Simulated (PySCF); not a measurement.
**Radial density of Sn⁻ (tin, charge -1)**

LC-wPBE, [Kr] 4d10 5s2 5p3, high-spin 4S determinant. Computed with PySCF 2.14 in def2-QZVPPD with the def2 core potential (28 electrons) (8s6p5d4f1g, 88 functions), with a scalar-relativistic core potential. This is the valence pseudo-density: the core potential removes the inner electrons and smooths the orbitals near the nucleus.

```json
{"r (bohr)": "0.00420", "4πr²ρ (e/bohr)": "1.365e-05", "4πr²(ρα − ρβ)": "0.0000"}
{"r (bohr)": "0.00707", "4πr²ρ (e/bohr)": "3.458e-05", "4πr²(ρα − ρβ)": "0.0000"}
{"r (bohr)": "0.0119", "4πr²ρ (e/bohr)": "7.885e-05", "4πr²(ρα − ρβ)": "0.0000"}
{"r (bohr)": "0.0200", "4πr²ρ (e/bohr)": "0.0001621", "4πr²(ρα − ρβ)": "0.0000"}
{"r (bohr)": "0.0337", "4πr²ρ (e/bohr)": "0.0002856", "4πr²(ρα − ρβ)": "0.0000"}
{"r (bohr)": "0.0566", "4πr²ρ (e/bohr)": "0.0005349", "4πr²(ρα − ρβ)": "0.0000"}
{"r (bohr)": "0.0952", "4πr²ρ (e/bohr)": "0.002239", "4πr²(ρα − ρβ)": "0.0000"}
{"r (bohr)": "0.160", "4πr²ρ (e/bohr)": "0.02367", "4πr²(ρα − ρβ)": "0.0001"}
{"r (bohr)": "0.269", "4πr²ρ (e/bohr)": "0.3973", "4πr²(ρα − ρβ)": "0.0014"}
{"r (bohr)": "0.453", "4πr²ρ (e/bohr)": "6.354", "4πr²(ρα − ρβ)": "0.0363"}
{"r (bohr)": "0.762", "4πr²ρ (e/bohr)": "22.73", "4πr²(ρα − ρβ)": "0.0701"}
{"r (bohr)": "1.28", "4πr²ρ (e/bohr)": "10.26", "4πr²(ρα − ρβ)": "0.0282"}
{"r (bohr)": "2.16", "4πr²ρ (e/bohr)": "2.674", "4πr²(ρα − ρβ)": "0.8248"}
{"r (bohr)": "3.63", "4πr²ρ (e/bohr)": "1.066", "4πr²(ρα − ρβ)": "0.7719"}
{"r (bohr)": "6.10", "4πr²ρ (e/bohr)": "0.1833", "4πr²(ρα − ρβ)": "0.1723"}
{"r (bohr)": "10.3", "4πr²ρ (e/bohr)": "0.003721", "4πr²(ρα − ρβ)": "0.0037"}
```

Energies and moments cover only the electrons outside the core potential.
